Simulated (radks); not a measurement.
Question: The mean radii <r> (bohr) of the occupied orbitals of an atom or ion are listed with their occupations. All-electron calculation, scalar-relativistic Kohn-Sham, LDA (Slater exchange, Perdew-Wang correlation), spin-polarised, spherical densities, finite nucleus; Fermi nuclear charge, rms radius of each element as measured or else 0.836 A^(1/3) + 0.57 fm. Program: a radial shooting solver on a logarithmic mesh with Libxc functionals.

| orbital | occ. | <r> |
|---|---|---|
| 1s up | 1 | 0.05628 |
| 1s down | 1 | 0.05628 |
| 2s up | 1 | 0.2562 |
| 2s down | 1 | 0.2558 |
| 2p up | 3 | 0.2254 |
| 2p down | 3 | 0.2250 |
| 3s up | 1 | 0.7687 |
| 3s down | 1 | 0.7720 |
| 3p up | 3 | 0.8042 |
| 3p down | 3 | 0.8099 |
| 3d up | 5 | 0.9288 |
| 3d down | 1 | 0.9584 |

Name the element and its charge. Open shells, if any, are filled with parallel spins first.

Answer: Z = 27, cobalt, charge +3: Co3+ in [Ar] 3d6. The 1s radius gives Z: for a bare nucleus <r> = (2 gamma + 1)/(2Z) with gamma = sqrt(1 - (Z/c)^2), 0.05483 bohr for Z = 27, and screening makes it slightly larger (0.05628 here). The occupations add up to 24, and the charge is Z minus that.
